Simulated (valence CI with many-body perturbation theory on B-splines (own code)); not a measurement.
Level structure of Rh13+

Computed by relativistic CI+MBPT: four valence electrons over a frozen Dirac-Fock core [Ar] 3d10, radial functions for each j: 11 s, 11 p, 9 d, 7 f, 5 g, 2 h, 1 i, with the one-electron correlation potential Σ1 (screened to all orders), the two-electron term Σ2, the three-electron term Σ3, Breit, model QED; selected single and double excitations, second order for the rest (own B-spline code, finite nucleus).

No measured spectrum was set against this ion. As an estimate, levels hold to about 250 cm⁻¹ or 0.2 % of their energy and the worst to 1 %, as in measured heavy ions of charge 2 to 7; those with d or f electrons hold less well.

Levels 1 to 45 of 73, with energies above the lowest level, 4s2.4p2 3P_0. "Leading %" is the weight of the configuration and term that name the level; weights of strongly mixed levels are sums over their largest components and can fall short. In the jj column 3d3/2^4 stands for four electrons in 3d with j = 3/2. Lifetimes count E1, E2, E3, M1 and M2 decay at the calculated energies, and are blank where another channel may lead or the interval is too uncertain; long ones can be off by a factor of two.

| No. | Configuration | Term | J | E (cm⁻¹) | Leading % | Lifetime | g | Leading jj |
| --- | --- | --- | --- | --- | --- | --- | --- | --- |
| 1 | 4s2.4p2 | 3P | 0 | 0 | 85 |  |  | 4s^2 4p1/2^2 (93 %) |
| 2 | 4s2.4p2 | 3P | 1 | 31099 | 98 | 2.14 ms | 1.500 | 4s^2 4p1/2 4p3/2 (98 %) |
| 3 | 4s2.4p2 | 3P | 2 | 43394 | 59 | 59.9 ms | 1.298 | 4s^2 4p1/2 4p3/2 (91 %) |
| 4 | 4s2.4p2 | 1D | 2 | 85510 | 58 | 621 μs | 1.201 | 4s^2 4p3/2^2 (91 %) |
| 5 | 4s2.4p2 | 1S | 0 | 120230 | 84 | 188 μs |  | 4s^2 4p3/2^2 (92 %) |
| 6 | 4s.4p3 | 5S° | 2 | 263630 | 89 | 2.97 ns | 1.943 | 4s 4p1/2^2 4p3/2 (51 %) |
| 7 | 4s.4p3 | 3D° | 1 | 319500 | 73 | 146 ps | 0.695 | 4s 4p1/2^2 4p3/2 (59 %) |
| 8 | 4s.4p3 | 3D° | 2 | 323090 | 71 | 239 ps | 1.266 | 4s 4p1/2 4p3/2^2 (64 %) |
| 9 | 4s.4p3 | 3D° | 3 | 335510 | 93 | 299 ps | 1.333 | 4s 4p1/2 4p3/2^2 (93 %) |
| 10 | 4s.4p3 | 3P° | 0 | 365140 | 94 | 104 ps |  | 4s 4p1/2 4p3/2^2 (94 %) |
| 11 | 4s.4p3 | 3P° | 1 | 369820 | 74 | 86.9 ps | 1.353 | 4s 4p1/2 4p3/2^2 (72 %) |
| 12 | 4s.4p3 | 3P° | 2 | 374630 | 47 | 89.9 ps | 1.328 | 4s 4p1/2 4p3/2^2 (40 %) |
| 13 | 4s.4p3 | 1D° | 2 | 413730 | 56 | 60.1 ps | 1.126 | 4s 4p3/2^3 (47 %) |
| 14 | 4s.4p3 | 3S° | 1 | 420570 | 60 | 13.3 ps | 1.623 | 4s 4p1/2 4p3/2^2 (66 %) |
| 15 | 4s.4p3 | 1P° | 1 | 468400 | 56 | 15.0 ps | 1.326 | 4s 4p3/2^3 (69 %) |
| 16 | 4s2.4p.4d | 3F° | 2 | 480880 | 90 | 122 ps | 0.695 | 4s^2 4p1/2 4d3/2 (85 %) |
| 17 | 4s2.4p.4d | 3F° | 3 | 498290 | 92 | 137 ps | 1.091 | 4s^2 4p1/2 4d5/2 (66 %) |
| 18 | 4s2.4p.4d | 3P° | 2 | 522210 | 43 | 10.8 ps | 1.245 | 4s^2 4p1/2 4d5/2 (80 %) |
| 19 | 4s2.4p.4d | 3F° | 4 | 526550 | 98 |  | 1.250 | 4s^2 4p3/2 4d5/2 (98 %) |
| 20 | 4s2.4p.4d | 3D° | 1 | 532860 | 54 | 7.12 ps | 0.868 | 4s^2 4p1/2 4d3/2 (82 %) |
| 21 | 4s2.4p.4d | 1D° | 2 | 552640 | 41 | 9.15 ps | 1.106 | 4s^2 4p3/2 4d3/2 (43 %) |
| 22 | 4s2.4p.4d | 3P° | 0 | 560140 | 93 | 10.1 ps |  | 4s^2 4p3/2 4d3/2 (93 %) |
| 23 | 4s2.4p.4d | 3P° | 1 | 564590 | 60 | 8.39 ps | 1.155 | 4s^2 4p3/2 4d3/2 (82 %) |
| 24 | 4s2.4p.4d | 3D° | 3 | 566400 | 81 | 6.91 ps | 1.298 | 4s^2 4p3/2 4d5/2 (44 %) |
| 25 | 4s2.4p.4d | 3D° | 2 | 569750 | 50 | 8.08 ps | 1.289 | 4s^2 4p3/2 4d5/2 (51 %) |
| 26 | 4s2.4p.4d | 1F° | 3 | 606160 | 88 | 5.92 ps | 1.027 | 4s^2 4p3/2 4d5/2 (49 %) |
| 27 | 4s2.4p.4d | 1P° | 1 | 614770 | 83 | 8.74 ps | 0.976 | 4s^2 4p3/2 4d5/2 (75 %) |
| 28 | 4p4 | 3P | 2 | 643400 | 60 | 46.9 ps | 1.378 | 4p1/2^2 4p3/2^2 (79 %) |
| 29 | 4p4 | 3P | 0 | 672130 | 58 | 37.8 ps |  | 4p1/2^2 4p3/2^2 (68 %) |
| 30 | 4p4 | 3P | 1 | 681000 | 76 | 39.9 ps | 1.496 | 4p1/2 4p3/2^3 (76 %) |
| 31 | 4p4 | 1D | 2 | 689050 | 58 | 60.3 ps | 1.120 | 4p1/2 4p3/2^3 (76 %) |
| 32 | 4s.4p2.4d | 5F | 1 | 708210 | 87 | 594 ps | 0.119 | 4s 4p1/2^2 4d3/2 (58 %) |
| 33 | 4s.4p2.4d | 5F | 2 | 713310 | 78 | 423 ps | 1.086 | 4s 4p1/2^2 4d3/2 (35 %) |
| 34 | 4s.4p2.4d | 5F | 3 | 722580 | 71 | 329 ps | 1.314 | 4s 4p1/2^2 4d5/2 (38 %) |
| 35 | 4s.4p2.4d | 5F | 4 | 737840 | 80 | 5.60 ns | 1.370 | 4s 4p1/2 4p3/2 4d5/2 (79 %) |
| 36 | 4s.4p2.4d | 5D | 0 | 738310 | 92 | 545 ps |  | 4s 4p1/2 4p3/2 4d3/2 (88 %) |
| 37 | 4s.4p2.4d | 5D | 1 | 740450 | 87 | 236 ps | 1.412 | 4s 4p1/2 4p3/2 4d3/2 (77 %) |
| 38 | 4s.4p2.4d | 5D | 2 | 742220 | 67 | 142 ps | 1.361 | 4s 4p1/2 4p3/2 4d3/2 (65 %) |
| 39 | 4s.4p2.4d | 5D | 3 | 745120 | 50 | 117 ps | 1.371 | 4s 4p1/2 4p3/2 4d3/2 (49 %) |
| 40 | 4s.4p2.4d | 5D | 4 | 753280 | 59 | 2.07 ns | 1.406 | 4s 4p1/2 4p3/2 4d5/2 (48 %) |
| 41 | 4s.4p2.4d | 5F | 5 | 753500 | 91 | 4.21 ns | 1.383 | 4s 4p1/2 4p3/2 4d5/2 (62 %) |
| 42 | 4p4 | 1S | 0 | 757220 | 54 | 45.8 ps |  | 4p3/2^4 (58 %) |
| 43 | 4s.4p2.4d | 3F | 2 | 760610 | 85 | 159 ps | 0.743 | 4s 4p1/2 4p3/2 4d5/2 (38 %) |
| 44 | 4s.4p2.4d | 3F | 3 | 773410 | 72 | 63.9 ps | 1.178 | 4s 4p1/2 4p3/2 4d5/2 (55 %) |
| 45 | 4s.4p2.4d | 3P | 2 | 783380 | 70 | 16.0 ps | 1.458 | 4s 4p1/2 4p3/2 4d5/2 (61 %) |

Names give the largest LS component (configuration and term), which can be under half, so a name can repeat, a term be missing and a line seem to break the LS rules; names also repeat where a configuration has a term twice.

The ionisation energy to 4s2.4p 2P°_1/2 of the next ion comes out as 307.08 eV (NIST: 306 ± 3 eV (theoretical)). All 73 levels together are meant to be complete up to 880900 cm⁻¹.
